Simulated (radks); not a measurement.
The numbers below are computed, except where a source is named.
Mean orbital radii <r> (bohr) of neutral arsenic, [Ar] 3d10 4s2 4p3, at several levels of relativity; Dirac values are averaged over j with weights 2j + 1. Spin-unpolarised spherical Kohn-Sham, PBE, point nucleus unless stated (finite: rms radius 4.0968 fm), a radial shooting solver on a logarithmic mesh with Libxc functionals. A level marked "c x" has the speed of light scaled by that factor and shares open shells by 2j + 1; other Dirac levels either fill j = l - 1/2 first or share by 2j + 1.

| shell | non-rel. | Dirac, 2j+1 shares, finite nucleus | Dirac, c x 0.85 | Dirac, c x 10 | change of magnitude, last against first (%) |
|---|---|---|---|---|---|
| 1s | 0.04638 | 0.04550 | 0.04515 | 0.04637 | -0.02 |
| 2s | 0.2067 | 0.2025 | 0.2009 | 0.2067 | -0.02 |
| 2p | 0.1788 | 0.1771 | 0.1765 | 0.1788 | -0.01 |
| 3s | 0.6092 | 0.5981 | 0.5938 | 0.6091 | -0.02 |
| 3p | 0.6218 | 0.6171 | 0.6152 | 0.6218 | -0.01 |
| 3d | 0.6751 | 0.6784 | 0.6797 | 0.6751 | 0.00 |
| 4s | 1.973 | 1.940 | 1.926 | 1.973 | -0.02 |
| 4p | 2.559 | 2.555 | 2.553 | 2.559 | 0.00 |
